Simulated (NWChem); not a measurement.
System: C2H2BCl; SMILES C#CBCl

All runs: NWChem. All runs use the structure optimised with PBE0/def2-SVP.

Problem. Taking TPSS/pcseg-2 as the yardstick, which of these has the fewest basis functions while keeping “dipole (D)” within 0.05 D of it: TPSS/STO-3G; TPSS/pcseg-1; TPSS/def2-SVP; TPSS/aug-pcseg-1?

Solution. TPSS/aug-pcseg-1.
```json
[
 {"level": "TPSS/STO-3G", "basis functions": "26", "dipole (D)": "1.82", "relative time (rough)": "1"},
 {"level": "TPSS/pcseg-1", "basis functions": "70", "dipole (D)": "1.69", "relative time (rough)": "4"},
 {"level": "TPSS/def2-SVP", "basis functions": "70", "dipole (D)": "1.45", "relative time (rough)": "3"},
 {"level": "TPSS/aug-pcseg-1", "basis functions": "114", "dipole (D)": "1.56", "relative time (rough)": "10"},
 {"level": "TPSS/pcseg-2", "basis functions": "152", "dipole (D)": "1.54", "relative time (rough)": "20"}
]
```

The yardstick is one finite set, not the basis-set limit.
